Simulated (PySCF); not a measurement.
Species: C6H9NOS.
Numbering: `[N:1]#[C:2][C@@H:3]1[CH2:4][CH2:5][CH2:6][S@:7](=[O:8])[CH2:9]1` (hydrogens: H10 on C3; H11, H12 on C4; H13, H14 on C5; H15, H16 on C6; H17, H18 on C9)

Level: B3LYP/def2-SVPD in PySCF, non-relativistic, on one gas-phase PBE0-D3(BJ)/def2-SVP geometry that isn't relaxed in the solvent. The solvent is an IEF-PCM continuum (Bondi radii, 1.10 Å for H, scaled by 1.2). The model holds no explicit solvent molecules, cavitation or dispersion.

Gas phase at B3LYP/def2-SVPD: HOMO -6.89 eV, LUMO -0.45 eV, dipole 4.66 D.

Question: What does the continuum do to the energy, the frontier levels and the dipole at B3LYP/def2-SVPD in tetrahydrofuran and water?

Answer: 
| solvent | ε | E(solvent) − E(gas) (kcal/mol) | polarisation term (kcal/mol) | distortion of the solute (kcal/mol) | HOMO (eV) | LUMO (eV) | dipole (D) |
| --- | --- | --- | --- | --- | --- | --- | --- |
| tetrahydrofuran | 7.426 | -12.45 | -14.97 | 2.52 | -6.85 | -0.13 | 5.95 |
| water | 78.36 | -15.36 | -19.28 | 3.92 | -6.85 | -0.09 | 6.27 |

Polarisation term: ½ Σ q·V over the induced surface charges. Distortion: the rise of the solute's own energy as its density leaves the gas-phase optimum. The atom shares or the degeneracy of the LUMO differ from the gas phase in water, so that column needn't follow one orbital. From tetrahydrofuran to water the lowering changes by a factor 1.23, Onsager's factor (ε − 1)/(2ε + 1) by 1.21 and ε itself by 10.6.

Question: Which radius a makes the point-dipole formula ΔE = −[(ε − 1)/(2ε + 1)]·μ²/a³ give the value in water, with the gas-phase dipole?

Answer: μ = 1.834 au and |ΔE| = 0.02449 Eh give a = 2.15 Å; the farthest nucleus lies 3.74 Å from the centroid of the nuclei, so such a sphere wouldn't even hold the nuclei. The formula assumes a rigid point dipole at the centre of a sphere.

Question: How does the static polarisability (B3LYP/def2-SVPD, frozen core, with the continuum's full static response) change?

Answer: 
```tsv
medium	isotropic (au)	principal values (au)	⟨r²⟩ of the electrons (bohr²)
gas	97.5	76.8, 96.8, 119.0	1512.1
tetrahydrofuran	126.4	102.7, 125.6, 150.9	1516.2
water	135.1	112.5, 133.8, 158.9	1517.3
```

The isotropic value in water is 1.38 times the gas-phase one; no cavity-field correction is applied. ⟨r²⟩ is taken about the centre of nuclear charge.
